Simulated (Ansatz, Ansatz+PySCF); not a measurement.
```xyz
4

C     0.0000    0.0000    0.0000
H     1.0903    0.0000    0.0000
H    -0.5452    0.9443    0.0000
H    -0.5452   -0.9443    0.0000
```

Basis set: STO-3G (spherical functions). Left uncorrelated: 1 orbital. Correlation on ROHF uses semicanonical orbitals with singles. Charge 0, multiplicity 2.

Computed with Ansatz (development build ahead of 0.2.0); each method stands on the lowest determinant of its kind that the runs found.

The atomization energy at this shape (free ground-state atoms in the same class of orbitals less the molecule, no zero-point energy) of doublet CH₃:

```csv
method,atomization energy
PBE0 (unrestricted),16.03 eV
ROHF-CCSD(T),14.06 eV
UHF-MP2,13.80 eV
ROHF-MP2,13.75 eV
UHF,13.01 eV
```

Problem. What does ROHF give?

Solution. 12.89 eV.

This basis has no polarisation functions and is too small for such energies, which can lie far from measured ones in either direction.
